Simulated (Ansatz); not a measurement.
Geometry optimisation, RKS CAM-B3LYP/6-31G (Ansatz).

Input file:

```yaml
crystal:
  periodic: [false, false, false]
  atoms:
    - { symbol: O, position_ang: [0.1895, 1.5218, 2.1801] }
    - { symbol: C, position_ang: [0.4982, 0.8497, 0.9853] }
    - { symbol: F, position_ang: [1.5216, 0.0686, 1.331] }
    - { symbol: Si, position_ang: [-0.7119, -0.2154, 0.1892] }
    - { symbol: Si, position_ang: [0.2045, -1.214, -1.651] }
    - { symbol: H, position_ang: [-0.5732, 2.1957, 1.9271] }
    - { symbol: H, position_ang: [0.9111, 1.5887, 0.2739] }
    - { symbol: H, position_ang: [-1.2982, -1.2357, 1.1195] }
    - { symbol: H, position_ang: [-1.9338, 0.6385, -0.1989] }
    - { symbol: H, position_ang: [0.7582, -0.1522, -2.5036] }
    - { symbol: H, position_ang: [-0.811, -1.9818, -2.3909] }
    - { symbol: H, position_ang: [1.3221, -2.1193, -1.2278] }
basis:
  gaussian: { orbitals: "6-31G" }
hamiltonian:
  xc: cam_b3lyp
relax:
  f_tol: 0.02
  max_steps: 40
scf:
  lower_state_search: "off"
```

Run as:

```bash
$ ansatz run input.yaml --threads 1 --pin off --max-ram 2048MiB --backend cpu --events-out ev --progress --plain --runs-dir out
```

Problem. Where does it end, and by what steps?

Solution. It converged. Limits of this set-up: no polarisation functions. After 16 steps the energy has fallen by 0.974 eV; H6 moved furthest, 1.14 Å.

```json
{"step": "0", "energy less start (eV)": "0.0000", "largest force component (eV/Å)": "3.505", "accepted": "yes"}
{"step": "1", "energy less start (eV)": "-0.5441", "largest force component (eV/Å)": "1.642", "accepted": "yes"}
{"step": "2", "energy less start (eV)": "-0.6474", "largest force component (eV/Å)": "0.554", "accepted": "yes"}
{"step": "3", "energy less start (eV)": "-0.6642", "largest force component (eV/Å)": "0.204", "accepted": "yes"}
{"step": "4", "energy less start (eV)": "-0.6792", "largest force component (eV/Å)": "0.477", "accepted": "yes"}
{"step": "5", "energy less start (eV)": "-0.6940", "largest force component (eV/Å)": "0.286", "accepted": "yes"}
{"step": "6", "energy less start (eV)": "-0.6735", "largest force component (eV/Å)": "2.095", "accepted": "no"}
{"step": "7", "energy less start (eV)": "-0.7163", "largest force component (eV/Å)": "0.397", "accepted": "yes"}
{"step": "8", "energy less start (eV)": "-0.7442", "largest force component (eV/Å)": "0.854", "accepted": "yes"}
{"step": "9", "energy less start (eV)": "-0.8027", "largest force component (eV/Å)": "0.785", "accepted": "yes"}
{"step": "10", "energy less start (eV)": "-0.8897", "largest force component (eV/Å)": "0.652", "accepted": "yes"}
{"step": "11", "energy less start (eV)": "-0.9435", "largest force component (eV/Å)": "0.460", "accepted": "yes"}
{"step": "12", "energy less start (eV)": "-0.9547", "largest force component (eV/Å)": "0.325", "accepted": "yes"}
{"step": "13", "energy less start (eV)": "-0.9630", "largest force component (eV/Å)": "0.221", "accepted": "yes"}
{"step": "14", "energy less start (eV)": "-0.9533", "largest force component (eV/Å)": "0.428", "accepted": "no"}
{"step": "15", "energy less start (eV)": "-0.9713", "largest force component (eV/Å)": "0.314", "accepted": "yes"}
{"step": "16", "energy less start (eV)": "-0.9736", "largest force component (eV/Å)": "0.016", "accepted": "yes"}
```

```xyz
12
Properties=species:S:1:pos:R:3
O -0.203 1.400 2.144
C 0.323 1.031 0.898
F 1.588 0.343 1.074
Si -0.896 -0.224 0.084
Si 0.252 -1.315 -1.650
H 0.339 2.075 2.598
H 0.567 1.901 0.278
H -1.336 -1.166 1.156
H -2.078 0.543 -0.427
H 0.966 -0.303 -2.495
H -0.704 -2.067 -2.526
H 1.258 -2.273 -1.098
```

Whether the end is a true minimum wasn't checked by a vibrational analysis.

Run time: 78 s on 1 thread of Arm Neoverse V1 (shared host), peak memory 0.16 GiB.
